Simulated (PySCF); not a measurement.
## How methods differ on the interval between two levels of Rh

Rh [Kr] 4d8 5s1 [4F9/2, M_J = 9/2] → Rh [Kr] 4d9 [2D5/2, M_J = 5/2], as a difference of total energies. All numbers are calculated (PySCF 2.14, the two-component X2C-1e Hamiltonian, in x2c-TZVPall-2c with one added diffuse shell each of s, p, d type (9s10p8d1f, 86 functions)). Correlated levels: [Ar] 3d10 frozen; the 6 highest virtual spinors dropped. "Screened" scales the spin-orbit matrix elements by Boettger's factors to mimic the two-electron term; Breit and QED terms are absent.

```
                    method  interval between two levels (cm⁻¹)
           GHF (spin-free)                               12425
          GMP2 (spin-free)                              3934.0
 GHF (screened spin-orbit)                               13103
GMP2 (screened spin-orbit)                              4674.0
```

The spin-free rows relax to the high-spin LS determinant and lack the spin-orbit shift.

Errors of the correlated levels include the incompleteness of this basis and the frozen core.

The labels give the starting determinants; with spin-orbit coupling the two ends relaxed to ⟨J²⟩ = 24.76, ⟨L²⟩ = 12.05, ⟨S²⟩ = 3.75 and ⟨J²⟩ = 9.60, ⟨L²⟩ = 6.58, ⟨S²⟩ = 0.86.

The determinant of the upper state mixes levels of different J (the jj label is only the starting occupation), so the difference between spin-free and spin-orbit rows is not the physical spin-orbit shift.

For comparison: 3309.9 cm⁻¹ (measured; NIST Handbook of Basic Atomic Spectroscopic Data (Sansonetti and Martin, J. Phys. Chem. Ref. Data 34, 1559 (2005))).
